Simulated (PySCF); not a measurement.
H$_{3}$B$_{3}$O$_{3}$, charge -1, doublet, geometry from GFN2-xTB (a state made from the parent by changing its charge; the spin is typed, not shown lowest) (in this run its highest filled SCF level lies above zero, so its values depend strongly on the basis, on diffuse functions most of all). Base run: B3LYP/3-21G in PySCF.

Input for PySCF:
```python
from pyscf import gto, scf, dft

mol = gto.M(
    atom='''
B    -0.607283    1.196853    0.169021
O    -1.403485    0.033823    0.167628
B    -0.695030   -1.156944   -0.090717
O     0.612761   -1.233139   -0.192790
B     1.481705   -0.054017   -0.011057
O     0.703356    1.197032    0.075375
H    -1.202292    2.232206    0.287603
H    -1.365532   -2.146633   -0.195594
H     2.369804    0.003238   -0.829944
''',
    basis='3-21g',
    charge=-1,
    spin=1,
    verbose=3,
)

mf = dft.UKS(mol)
mf.xc = 'b3lyp'
mf.kernel()
mf.analyze()
```

Each row names what was changed in the base input (with any setting that the change needs).

| change | ΔE vs base (mEh) | fitting functions |
|---|---|---|
| base | 0.000 | - |
| auxbasis = even-tempered beta=2.0 | -1.765 | 369 |
| auxbasis = def2-universal-jkfit | -0.097 | 510 |
| auxbasis = autoaux | -1.418 | 474 |
| auxbasis = cc-pvdz-jkfit | -0.145 | 489 |
| auxbasis = even-tempered beta=3.0 | -2.801 | 234 |
| auxbasis = def2-svp-ri | -16.706 | 330 |
| only_dfj = on; auxbasis = def2-universal-jfit | -0.661 | 327 |
| auxbasis = even-tempered beta=1.6 | -1.279 | 522 |
| auxbasis = def2-tzvp-ri | -0.194 | 501 |

A fitting set is made for a task (jfit for Coulomb, jkfit for Coulomb and exchange, ri for correlation) and for a family of orbital bases.

Open shells are given as the SCF converged; they aren't shown to be the lowest states, and a large step between rows can be another state.
